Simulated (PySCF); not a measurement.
Name the molecule from its bond curve

A diatomic of charge 0 contains Sn. Its doublet curve at PBE0 in a double-zeta basis (scalar-relativistic core potentials, PySCF), in eV from the separated fragments:

(R (Å), E (eV)): (2.028, -1.445), (2.122, -2.162), (2.216, -2.550), (2.287, -2.684), (2.358, -2.716), (2.429, -2.672), (2.523, -2.535), (2.641, -2.302), (2.782, -1.996), (2.971, -1.591)

The fit gives ωe = 417 cm⁻¹ and the rotational constant Bₑ = 0.1241 cm⁻¹.

**Question.** Which atom is the partner?

**Answer.** The minimum lies at 2.349 Å, so the reduced mass is 16.8576 u Å² cm⁻¹/(Bₑ·Re²) = 24.62 u. With Sn at 119.90 u the partner weighs about 31.0 u: P. The molecule is SnP.

Spin–orbit coupling is left out. The state is the lowest determinant that a PBE0 search found; another state may lie lower at other levels.
